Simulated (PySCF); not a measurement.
## What settings do to a single point of Ce2S3

The sound run of Ce2S3 (singlet in the valence; each metal's 4f electrons, 1 of them, lie in its core potential, out of spins and levels) uses PySCF 2.14.0, RKS BP86, Ce lcecp-1-SVP with ECP47, S def2-SVP; non-relativistic Hamiltonian with scalar-relativistic core potentials where named; density fitting; no spin-orbit coupling, grid (50, 194), threshold 1e-8 Eh and 55 cycles, at the relaxed geometry:

```xyz
5

Ce    0.2677    0.6427    2.5059
Ce    0.2677    0.6427   -2.5059
S     0.6305    1.5136    0.0000
S    -0.6631   -1.5918    2.7109
S    -0.6631   -1.5918   -2.7109
```

There Ce1 has a Mulliken charge of 0.59 e and the dipole about the centre of mass is 11.46 D. Each run below changes one thing and starts from free metal ions and neutral atoms unless it says otherwise; with 55 cycles, smearing, a level shift and second-order steps follow where DIIS fails, and their cycles count. Energy shifts count from the sound run. On f atoms grids over 110 angular points are at least (60, 302).

```json
{"change": "cycle limit 5", "outcome": "not converged", "cycles": "5", "energy shift (eV)": "–", "largest force component (eV/Å)": "–", "charge on Ce1 (e)": "–", "dipole about the centre of mass (D)": "–"}
{"change": "start from a density of up to 30 smeared cycles (not counted)", "outcome": "converged", "cycles": "11", "energy shift (eV)": "0.0000", "largest force component (eV/Å)": "0.01", "charge on Ce1 (e)": "0.59", "dipole about the centre of mass (D)": "11.46"}
```

Task: One further run converged with energy shift (eV) 0.38, largest force component (eV/Å) 1.65, charge on Ce1 (e) 0.63, dipole about the centre of mass (D) 12.09. Which change was it?
A. grid (15, 26)
B. threshold 1e-06
C. all coordinates × 1.05

Result: C.

Task: And the other changes listed?

Result: 
```csv
change,outcome,cycles,energy shift (eV),largest force component (eV/Å),charge on Ce1 (e),dipole about the centre of mass (D)
threshold 1e-06,converged,12,0.0000,0.01,0.59,11.46
"grid (15, 26)",converged,13,3.48,0.90,0.66,11.47
```

Unsound on purpose, so not properties of the compound: grid (15, 26).

Forces carry noise of the integration grid, about 0.01 to 0.03 eV/Å.

A frequency check found unstable modes (1, the lowest at -29 cm⁻¹), so the relaxed geometry is a saddle point, or these are noise. An lcecp potential fixes the number of 4f electrons, so in runs with it no electron can move into or out of that shell.
